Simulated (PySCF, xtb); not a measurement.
OZn, SMILES [O]=[Zn].

GFN2-xTB (xtb) at its own geometry gives an orbital gap of 2.42 eV and a dipole moment of 4.70 D.

Geometry: PBE0-D3(BJ)/def2-TZVPD.

### Question
What does PBE0/def2-TZVPD in PySCF give? (Estimate from the structure and the level; the computed values follow.)

### Answer
gap 2.87 eV (levels -7.09 and -4.22 eV), dipole 6.00 D.
